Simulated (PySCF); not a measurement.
## The halides of molybdenum, MoF₂ to MoBr₂

Level: PBE0 in the def2-TZVP basis family, computed in PySCF with density fitting; scalar-relativistic core potentials for atoms from Rb on, none lighter, no spin–orbit coupling; open shells unrestricted.

Each entry is the lowest minimum that a search over a few typed start shapes (and spin states, where more than one is plausible) found, or that minimum re-optimised at the stated level; isomers with ligand–ligand bonds, or fragments after loss of a ligand pair, can lie lower.

| molecule | 2S+1 | point group | mean bond to Mo (Å) | distinct angles (°) | highest ω (cm⁻¹) | dipole (D) |
| --- | --- | --- | --- | --- | --- | --- |
| MoF₂ | 5 | C2v | 1.868 | 134 | 679 | 2.11 |
| MoCl₂ | 5 | C2v | 2.260 | 132 | 423 | 2.52 |
| MoBr₂ | 5 | C2v | 2.409 | 132 | 315 | 2.45 |

The bond lengthens at every step; the largest change, 0.392 Å, falls between MoF₂ and MoCl₂ among the members listed.

Left out of the table are members whose search was unfinished or whose lowest solution was spin-contaminated, unstable, very soft or bonded differently.

Open d and f shells are single-determinant solutions and may miss the true ground state.
